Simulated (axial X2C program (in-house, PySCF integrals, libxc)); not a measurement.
Potential curves of InF⁺, two-component

Computed with an in-house relativistic program for diatomic molecules. Two-component (2c) means X2C with spin–orbit coupling and atomic mean-field two-electron Coulomb and Gaunt terms. Basis: In dyall-cv3z [11s12p9d4f1g], F dyall-av3z [7s6p3d2f] (cores contracted in-house); Gaussian nuclei, density fitting, unrestricted open shells. Masses: In 114.904 u, F 18.998 u.

State: Ω = 1/2 (⟨Sz⟩ = 0.50, ⟨Lz⟩ = 0.00 at PBE0). Energies in cm⁻¹ from the fragments at the same level (In+ + F). Fits are polynomials in 1 − R0/R over 0.85 to 1.23 times the lowest point R0.

```csv
R (Å),PBE0,M06
1.6721,-1828,1394
1.7490,-6638,-3569
1.8067,-8561,-5614
1.8643,-9459,-6646
1.9220,-9625,-6975
1.9893,-9190,-6777
2.0565,-8342,-6228
2.1430,-6970,-5306
2.2487,-5249,-4136
2.4025,-3157,-2635
```

The state is one determinant whose occupation by symmetry is held fixed; it was picked as the lowest of a PBE0 search that is not exhaustive. De is counted from the lowest determinant-based energies of the atoms at the same level, without counterpoise correction. Density functionals use the spin component along the axis (collinear). In 2c an atomic determinant is not the ground J level, so De misses part of the atomic spin–orbit lowering. This holds for PBE0, M06. The functionals have no current-density term, which raises determinants with orbital currents, atoms included.

Problem. What are Re, ωe and De at the PBE0 level?

Solution. At PBE0, 2c: Re = 1.909 Å, ωe ≈ 585 cm⁻¹, De = 1.20 eV to In+ + F; Be follows as 0.284 cm⁻¹.

Problem. What are Re, ωe and De at the M06 level?

Solution. At M06, 2c: Re = 1.929 Å, ωe ≈ 521 cm⁻¹, De = 0.87 eV to In+ + F; Be follows as 0.278 cm⁻¹.
